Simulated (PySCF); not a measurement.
C3H5BFNO, SMILES N1(B(O)C(F)=C1)C. The structure is a stationary point at PBE-D3(BJ)/def2-SVP. This is a generated structure with no PubChem entry under its InChIKey; it may be hypothetical. Other conformers were not sampled.

Level of theory: PBE-D3(BJ)/def2-SVP (PySCF 2.14.0).

Harmonic wavenumbers (cm⁻¹): 107, 143, 173, 244, 265, 385, 505, 546, 580, 635, 688, 771, 828, 898, 1045, 1100, 1118, 1142, 1237, 1285, 1386, 1403, 1435, 1514, 1645, 2881, 2993, 3040, 3098, 3715. Rotational constants (GHz): 4.017, 2.198, 1.482; symmetry number 1.

Question: Work out the zero-point energy and the ideal-gas rigid-rotor harmonic-oscillator thermochemistry at 298.15 K and 1 atm.

Answer: ZPE = ½ Σ hcν = ½ × 36804 cm⁻¹ = 220.14 kJ/mol. H − E(el) = 241.81 kJ/mol. Entropy in J/(mol K): translation 166.29, rotation 115.47, vibration 68.00, total 349.76. G − E(el) = 137.53 kJ/mol. Cp = 115.73 J/(mol K). Modes under 150 cm⁻¹ make the vibrational entropy uncertain.
